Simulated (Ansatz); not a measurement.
Frontier orbitals of ClH4N2Sc, SMILES `[NH2][Sc]([NH2])[Cl]`.

Charge 0, multiplicity 1. Correlated methods include outer-core shells of Sc, which these sets cover unevenly. Scalar relativity is left out up to krypton. The structure was optimised at the PBE0-D4/def2-TZVP level. It is one conformer, not always the lowest. Basis def2-TZVPP, the Gaussian-basis code of Ansatz.

| functional | HOMO (eV) | LUMO (eV) | gap (eV) |
| --- | --- | --- | --- |
| PBE | -6.02 | -2.57 | 3.45 |
| revPBE | -5.94 | -2.42 | 3.52 |
| PBE0 | -7.35 | -1.67 | 5.68 |
| r2SCANh | -6.78 | -1.95 | 4.83 |
| ωB97M-V | -9.75 | -0.13 | 9.62 |
| HF | -10.64 | 0.91 | 11.55 |

A quarter of exact exchange (PBE0) shifts PBE's HOMO by −1.33 eV and its LUMO by +0.90 eV; full exchange at long range (ωB97M-V) shifts them by −3.73 and +2.45 eV. The gap opens from 3.45 to 9.63 eV, since occupied levels lose self-interaction and empty ones feel all the electrons.
